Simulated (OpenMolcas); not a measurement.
Setting up quartet Si2NH5F in OpenMolcas

Si2NH5F has 9 atoms, charge 0, and is taken as a quartet. As SMILES of the parent species, `N[Si](F)[SiH3]`. The shape is that of a PBE0-D4/def2-TZVP optimisation. This is one conformer, not always the lowest. That shape belongs to the parent species and isn't relaxed for this state.

```csv
atom,x (Å),y (Å),z (Å)
N,-0.9770,1.3729,-0.6836
Si,-0.8479,-0.3224,-0.5781
F,-0.4955,-1.0107,-1.9972
Si,0.8239,-0.8830,0.9691
H,-1.7423,1.8337,-1.1474
H,-0.1982,1.9932,-0.5288
H,1.1320,-2.3318,0.8565
H,2.0785,-0.1035,0.7569
H,0.3150,-0.5948,2.3356
```

Settings wanted:

```
method                    : DFT
reference                 : UKS
basis set                 : 6-31G*
task                      : energy
functional                : B3LYP
dispersion                : none
nucleus                   : point
integration grid          : UltraFine
SCF convergence threshold : 1e-10
d and f functions         : Cartesian
```

Q: Write the OpenMolcas 26.06 input and the command.

A: This one ran through:

input.xyz:
```
9

N     -0.977000     1.372900    -0.683600
Si    -0.847900    -0.322400    -0.578100
F     -0.495500    -1.010700    -1.997200
Si     0.823900    -0.883000     0.969100
H     -1.742300     1.833700    -1.147400
H     -0.198200     1.993200    -0.528800
H      1.132000    -2.331800     0.856500
H      2.078500    -0.103500     0.756900
H      0.315000    -0.594800     2.335600
```

job.inp:
```
>>> EXPORT MOLCAS_PRINT=2
&GATEWAY
BasLib
$CurrDir
Coord
input.xyz
Basis
6-31Gs
Group
NoSym
&SEWARD
GridInput
Grid=UltraFine
End of Grid
&SCF
UHF
Spin
4
KSDFT
B3LYP
Thresholds
1e-10 1e-07 1e-07 1e-05
PrOrbitals
0
```

```bash
$ export MOLCAS_MEM=1860
$ pymolcas job.inp > job.log
```

(Basis files named in the input come from the Basis Set Exchange and aren't shown.)

Calculated total energy: -736.37968 Eh. Without diffuse functions such a state is poorly described.
